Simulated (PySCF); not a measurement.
C5H9N3: full NMR table

* Formula: C5H9N3
* SMILES: CCn1cc(C)nn1
* InChI: InChI=1S/C5H9N3/c1-3-8-4-5(2)6-7-8/h4H,3H2,1-2H3
* Point group of the computed structure: C1
* Degrees of unsaturation: 3
* Carbon signals: 5
* Proton signals: 4

Bonds (- single, = double, # triple, : aromatic): C1-C2, C2-N3, N3:C4, C4:C5, C5-C6, C5:N7, N7:N8, N8:N3. C1 carries H9, H10, H11; C2 carries H12, H13; C4 carries H14; C6 carries H15, H16, H17.

All values are calculated (PySCF): PBE0/pcSseg-1 with gauge-including orbitals, structure optimised with GFN2-xTB. Non-relativistic Hamiltonian, in vacuum, averaged over atoms made equivalent by symmetry, fast rotation or ring inversion, single conformer.

Shifts are taken against calculated references (same method and geometry level): $^{1}$H (σ = 31.72 ppm) and $^{13}$C (σ = 186.93 ppm) vs TMS; NH3 for $^{15}$N (σ = 267.73 ppm).

| carbon | δC, type | δH (multiplicity) | HMBC from (2–3 bonds) | span of the C tensor (ppm) |
| --- | --- | --- | --- | --- |
| C1 | 20.9, CH3 | 1.42 (t) | H12/H13 | 36 |
| C2 | 46.3, CH2 | 4.42 (q) | H14, H9/H10/H11 | 53 |
| C4 | 125.7, CH | 7.21 (s) | H12/H13, H15/H16/H17 | 154 |
| C5 | 149.1, C | – | H14, H15/H16/H17 | 150 |
| C6 | 13.5, CH3 | 2.52 (s) | H14 | 25 |

Other nuclei:
```csv
atoms,nucleus,environment,δ (ppm),σ (ppm)
N8,$^{15}$N,pyridine-type nitrogen of an azole,404.2,-136.5
N7,$^{15}$N,pyridine-type nitrogen of an azole,387.4,-119.6
N3,$^{15}$N,pyrrole-type ring nitrogen,273.2,-5.4
```

- Carbon types of the structure: 1 × C, 1 × CH, 1 × CH2, 2 × CH3, which accounts for all hydrogens.
- δC 149.1: substituted aromatic carbon next to a ring nitrogen.
- δC 125.7: aromatic CH next to a ring nitrogen.
- δH 7.21: hydrogen on an aromatic CH next to a ring nitrogen; aromatic region.
- δH 4.42: hydrogen on an sp3 CH2 bonded to N; its carbon carries N, an electronegative neighbour.
- δH 2.52: hydrogen on a methyl carbon on an aromatic ring; benzylic-type position, deshielded by the ring.

Shifts are as computed. Against solution values, carbons near 30 ppm lie about +3 ppm off and those near 130 ppm about +5 ppm. Of 1211 compounds with measured shifts, 218 miss one by over three times the rms of a fit or turn the order of signals round; such compounds aren't used in these exercises. Experimental scales use liquid or dissolved standards, which lie at an offset from isolated NH3 (liquid NH3: subtract about 20 ppm). Unscaled 15N shifts of sp2 nitrogen come out 20 to 40 ppm too high even then. Multiplicities follow the n + 1 count of equivalent neighbours, as no J values were calculated; m marks all less simple cases, F and P coupling included.
